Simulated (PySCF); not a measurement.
Computed IR spectrum (relative IR intensity) of a molecule CH₁₀FNSi₃. The structure is a stationary point at TPSSh-D3(BJ)/def2-SVP. The values are those of a single conformer. Method: TPSSh-D3(BJ)/def2-SVP (PySCF 2.14.0). Frequencies are harmonic and unscaled.

Lines under 2 % of the strongest are left out, and lines within 2 cm⁻¹ are merged.

ν (cm⁻¹): 718 (w), 768 (m), 824 (w), 881 (m), 919 (m), 951 (w), 954 (vs), 960 (m), 972 (w), 978 (m), 1000 (s), 1003 (w), 1035 (w), 1288 (w), 2244 (m), 2250 (m), 2258 (m), 2265 (m), 2268 (m), 2277 (m) (against the strongest line: vs over 80 %, s over 45 %, m over 15 %, w over 4 %, vw less)

Q: Pick the molecule that these values belong to.
A. NC[Si](F)([SiH3])[SiH3]
B. C[Si@H](F)N([SiH3])[SiH3]
C. N[SiH2][C@H]([SiH3])[SiH2]F
D. C[SiH2][Si@H](F)N[SiH3]

A: B, C[Si@H](F)N([SiH3])[SiH3]
